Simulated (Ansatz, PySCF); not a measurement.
Worked example: transport gap, exciton binding and injection barriers

C4H8Si2, SMILES [SiH3]C1=CC=C[SiH2]1.

Coordinates come from a r2SCAN-D4/def2-SVP optimisation. This is a generated structure with no PubChem entry under its InChIKey; it may be hypothetical.

Gas-phase, vertical values: ionisation energy 8.67 eV and electron affinity 0.31 eV from ΔSCF with PBE/def2-SVPD (Ansatz, a program for electronic structure); S1 4.36 eV and T1 2.59 eV from TDA-PBE/def2-SVPD (PySCF). Assume, for the exercise, a film of permittivity 3.5, a cavity radius of 5.0 Å and electrodes of work function 5.0 eV (anode) and 3.6 eV (cathode), with aligned vacuum levels.

Question: Work out the fundamental gap and exciton binding energy in the gas phase, the levels in the film by Born's model, the injection barriers and the thermal weight of S1 against T1 at 298 K.

Answer: 
Fundamental gap IE − EA = 8.36 eV; exciton binding = gap − S1 = 4.00 eV.
Born polarisation P = (14.3996 eV Å / 2r)(1 − 1/ε) = 1.03 eV. Film: IE = 7.64 eV, EA = 1.34 eV, transport gap 6.30 eV; with S1 unchanged the binding falls to 1.94 eV.
Hole barrier IE − Φ(anode) = 2.64 eV; electron barrier Φ(cathode) − EA = 2.26 eV (a negative value means no barrier, and the level would pin).
ΔE(ST) = S1 − T1 = 1.77 eV, and the triplet has three sublevels, so the ratio S1/T1 is (1/3) exp(−ΔE/kT) = 4.0e-31 with kT = 0.02569 eV: too wide a gap for thermal return to the singlet. All inputs carry the errors of their functional, and relaxed states would shift them.
